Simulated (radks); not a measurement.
The numbers below are computed, except where a source is named.
Problem. The mean radii <r> (bohr) of the occupied orbitals of an atom or ion are listed with their occupations. Level of theory: Dirac Kohn-Sham, LDA (Slater exchange, Perdew-Wang correlation), spin-unpolarised, spherical densities, finite nucleus; Fermi nuclear charge, rms radius of each element as measured or else 0.836 A^(1/3) + 0.57 fm (a radial shooting solver on a logarithmic mesh with Libxc functionals).

| orbital | occ. | <r> |
|---|---|---|
| 1s1/2 | 2 | 0.03266 |
| 2s1/2 | 2 | 0.1417 |
| 2p1/2 | 2 | 0.1204 |
| 2p3/2 | 4 | 0.1252 |
| 3s1/2 | 2 | 0.3912 |
| 3p1/2 | 2 | 0.3835 |
| 3p3/2 | 4 | 0.3943 |
| 3d3/2 | 4 | 0.3686 |
| 3d5/2 | 6 | 0.3721 |
| 4s1/2 | 2 | 0.9768 |
| 4p1/2 | 2 | 1.054 |
| 4p3/2 | 4 | 1.084 |
| 4d3/2 | 4 | 1.438 |
| 4d5/2 | 3 | 1.455 |

Name the element and its charge. Open shells, if any, fill j = l - 1/2 first.

Solution. Z = 45, rhodium, charge +2: Rh2+ in [Kr] 4d7. The 1s radius gives Z: for a bare nucleus <r> = (2 gamma + 1)/(2Z) with gamma = sqrt(1 - (Z/c)^2), 0.0321 bohr for Z = 45, and screening makes it slightly larger (0.03266 here). The occupations add up to 43, and the charge is Z minus that.
